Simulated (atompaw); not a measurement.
**Before and after: PAW (atompaw) potential for Os (Z = 76)**

osmium (Os), PAW, made with atompaw 4.2.0.5 (LDA (PW92), scalar-relativistic). Core [Xe] 4f14, reference 5d6 6s0 6p0 (charge +2). Waves: 6s (bound, empty); 6s channel at 3.2 Ry; 6p (bound, empty); 6p channel at 4.3 Ry; 5d (bound); 5d channel at -1.1 Ry. Local part: bessel scheme, radius 2.40 bohr. Core correction: smooth core density matched at 2.40 bohr. Augmentation charge: sinc compensation charge, radius 2.20 bohr; PAW radius 2.85 bohr; waves and projectors: bloechl.

All-electron outer shells of the reference configuration (LDA (PW92), scalar-relativistic, ld1.x):

```json
{"shell": "5p", "level (eV)": "-68.33", "outermost node (bohr)": "0.55", "outermost maximum (bohr)": "1.03"}
{"shell": "5d", "level (eV)": "-23.23", "outermost node (bohr)": "0.60", "outermost maximum (bohr)": "1.34"}
{"shell": "6s", "level (eV)": "-21.17", "outermost node (bohr)": "1.20", "outermost maximum (bohr)": "2.33"}
{"shell": "6p", "level (eV)": "-13.93", "outermost node (bohr)": "1.41", "outermost maximum (bohr)": "2.88"}
```

Change: reference 5d6 6s2 6p0.

Cutoffs: the cutoffs (Ry, on a coarse ladder) from which the occupation-weighted sum of valence levels, in a spherical-Bessel basis at the reference potential, stays within 10 and 1 mRy of its value at 400 Ry; they do not see the model core or the augmentation charge, which bear on the density cutoff.

What does the change do?

The potential gets softer (21 Ry and 30 Ry → 18 Ry and 25 Ry); the range in which the d phases agree narrows (upper end at the end of the scan → 1.7); neither file shows a bound ghost.

| quantity | base | changed |
| --- | --- | --- |
| cutoff, loose | 21 Ry | 18 Ry |
| cutoff, tight | 30 Ry | 25 Ry |
| bound ghosts | none | none |
| s: phases at 2.87 bohr within 0.05 rad from the reference energy up to (Ry; the scan ends near 5) | 4.8 | 4.2 |
| p: phases at 2.87 bohr within 0.05 rad from the reference energy up to (Ry; the scan ends near 5) | to the end of the scan | to the end of the scan |
| d: phases at 2.87 bohr within 0.05 rad from the reference energy up to (Ry; the scan ends near 5) | to the end of the scan | 1.7 |
| lowest overlap eigenvalue by channel | s 0.43, p 0.61, d 0.95 | s 0.42, p 0.62, d 0.01 |

 The cutoffs see the waves, projectors and local potential, not the compensation charge or the core.
